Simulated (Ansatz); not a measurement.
A nudged elastic band was laid between two geometries of CH$_{10}$AlN$_{3}$ (15 atoms, charge 0, multiplicity 1).

Theory: UKS BLYP/def2-SVP (Ansatz).

```json
{
  "movable images": "5",
  "climbing image": "yes",
  "spring": "5.0 eV/Å²",
  "optimiser": "quadratic models (default)",
  "start path": "through a guess of the saddle point",
  "force threshold": "0.05 eV/Å",
  "iteration limit": "60",
  "end points": "relaxed"
}
```

Initial state:

```xyz
15
Properties=species:S:1:pos:R:3
Al 0.573 -1.004 -0.053
H 1.997 -1.129 -0.802
N -0.754 -2.072 -0.738
N 0.402 -0.621 1.740
H 0.388 0.998 -1.756
N -0.102 0.821 -0.866
C -0.146 2.052 -0.027
H -1.576 -2.351 -0.193
H -0.540 -2.834 -1.390
H 1.105 -0.059 2.233
H 0.124 -1.372 2.382
H -1.051 0.507 -1.135
H -0.569 1.781 0.959
H 0.888 2.414 0.135
H -0.739 2.867 -0.491
```

Final state:

```xyz
15
Properties=species:S:1:pos:R:3
Al -0.339 -0.831 0.481
H 1.665 0.291 -2.898
N -0.704 -2.353 -0.391
N 0.244 -0.858 2.175
H 1.190 0.296 -2.292
N -0.522 0.745 -0.377
C -0.024 2.066 0.009
H -0.916 -3.248 0.055
H -0.718 -2.465 -1.407
H 0.184 -0.081 2.836
H 0.673 -1.664 2.636
H -1.116 0.792 -1.211
H -0.836 2.786 0.273
H 0.630 1.979 0.901
H 0.589 2.547 -0.789
```

Which bonds break or form, and what moves?

Bonds broken: Al1–H2, H5–N6. Bonds formed: H2–H5. CH10AlN3 becomes CH8AlN3 + H2.

What energy profile does the band end with?

The forces met the threshold. The highest image is number 3 of 0 to 6, 1.15 eV above the first end and 0.77 eV above the last; the last end lies 0.38 eV above the first. A vibrational analysis at the climbing image gives one clearly imaginary mode, 1062i cm⁻¹: a first-order saddle point. The orbitals were unrestricted but ended closed-shell.

| image | path coordinate (Å) | energy (eV) | Al1–H2 (Å) | H5–N6 (Å) | H2–H5 (Å) |
| --- | --- | --- | --- | --- | --- |
| 0 | 0.00 | 0.00 | 1.61 | 1.03 | 2.83 |
| 1 | 0.89 | 0.04 | 1.62 | 1.03 | 2.58 |
| 2 | 1.79 | 0.21 | 1.64 | 1.04 | 2.04 |
| 3 | 2.68 | 1.15 | 1.87 | 1.42 | 1.02 |
| 4 | 3.86 | 0.51 | 2.86 | 2.35 | 0.77 |
| 5 | 5.05 | 0.40 | 3.64 | 2.63 | 0.77 |
| 6 | 6.24 | 0.38 | 4.08 | 2.61 | 0.77 |

What is the geometry of the highest image?


```xyz
15
Properties=species:S:1:pos:R:3
Al 0.090 -0.880 0.043
H 1.419 -0.623 -1.247
N -0.787 -2.297 -0.638
N 0.561 -0.790 1.776
H 0.836 0.212 -1.258
N -0.295 0.868 -0.695
C -0.146 2.177 -0.039
H -1.454 -2.863 -0.108
H -0.539 -2.781 -1.504
H 0.701 0.070 2.312
H 0.939 -1.581 2.304
H -1.052 0.877 -1.393
H -1.002 2.426 0.630
H 0.769 2.178 0.588
H -0.042 3.006 -0.773
```

What are the harmonic wavenumbers there?

1062i, 88, 109, 154, 172, 212, 236, 269, 286, 309, 336, 449, 535, 627, 646, 667, 733, 838, 848, 1015, 1049, 1100, 1306, 1405, 1426, 1436, 1449, 1481, 1487, 1707, 1740, 2911, 2968, 3009, 3402, 3466, 3467, 3546, 3549 cm⁻¹.

The band took 13 iterations and roughly 16 core-minutes.

Run time: 4.2 min on 4 threads of Arm Neoverse N1 (shared host), peak memory 0.21 GiB.
